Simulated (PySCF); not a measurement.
## Distorted geometries of [HfOF3]−

[HfOF3]− (singlet). PySCF 2.14.0, RKS PBE, Hf def2-SVP with ECP60, O def2-SVP, F def2-SVP; non-relativistic Hamiltonian with scalar-relativistic core potentials where named; density fitting; no spin-orbit coupling. Relaxed geometry:

```xyz
5

Hf   -0.0598    0.0000    0.0614
O     1.4442    0.0000    1.0899
F    -0.0486    1.6027   -1.1134
F    -1.6483    0.0000    1.2583
F    -0.0486   -1.6027   -1.1134
```

Question: Order these distorted geometries by energy above the relaxed one, lowest first.
A.
```xyz
5

Hf   -0.1646   -0.0130    0.1169
O     1.5567   -0.0034    0.9908
F    -0.1303    1.5799   -0.9720
F    -1.6649   -0.0750    1.1314
F     0.0421   -1.4886   -1.0844
```
B.
```xyz
5

Hf   -0.3341   -0.0408    0.1324
O     1.5448    0.0405    0.9966
F     0.0925    1.5233   -1.1045
F    -1.4981    0.0291    1.2795
F    -0.1661   -1.5521   -1.1213
```
C.
```xyz
5

Hf   -0.0203   -0.1525    0.1924
O     1.4871    0.1221    1.1228
F    -0.1316    1.6894   -1.3367
F    -1.6580   -0.0156    1.3150
F    -0.0382   -1.6435   -1.1107
```

Answer: A (0.85 eV), C (1.11 eV), B (3.56 eV).

Question: Which forces (eV/Å) act in the one that lies 0.85 eV up?

Answer: 
```
Hf   7.88  0.61 -1.19
O   -2.57  0.02 -0.51
F   -0.29  1.06 -0.73
F   -4.74 -0.27  3.50
F   -0.28 -1.42 -1.08
```
Forces carry noise of the integration grid, about 0.01 to 0.03 eV/Å.
